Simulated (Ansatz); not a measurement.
Basis sets compared for (ClAlO)4 cubane (Al4Cl4O4). Total charge 0; singlet. Geometry PBE-D4/def2-SVP. Ansatz on 4 threads of Arm Neoverse V1 on a shared host; times are rough, and most runs start from earlier orbitals.

Cartesian coordinates in Å:
```
Al 1.439 0.733 0.184
Cl 3.284 1.672 0.420
O 0.038 1.337 -0.890
Al -0.216 -0.384 -1.564
Cl -0.494 -0.876 -3.570
O 1.171 -0.992 -0.474
Al -0.038 -1.353 0.900
Cl -0.088 -3.087 2.054
O 0.213 0.380 1.546
Al -1.185 1.004 0.480
Cl -2.703 2.291 1.096
O -1.422 -0.724 -0.182
```

Binding counts from free atoms (Al doublet, Cl doublet, O triplet) in the same basis, without a counterpoise term.

```
           level  functions  energy (Eh)  HOMO (eV)  LUMO (eV)  binding per atom (eV)  wall time
 PBE-D4/def2-SVP        200   -3109.5545      -8.25      -2.65                   4.86        6 s
PBE0-D4/def2-SVP        200   -3109.8008      -9.83      -1.84                   4.74      7.5 s
```

(1) Estimate the rows for PBE-D4/def2-TZVP (with forces), PBE0-D4/def2-TZVP.

## Answers

(1) 
```
                         level  functions  energy (Eh)  HOMO (eV)  LUMO (eV)  binding per atom (eV)  wall time
PBE-D4/def2-TZVP (with forces)        420   -3110.8995      -8.35      -2.79                   4.80       16 s
             PBE0-D4/def2-TZVP        420   -3111.1344      -9.88      -1.95                   4.70       34 s
```
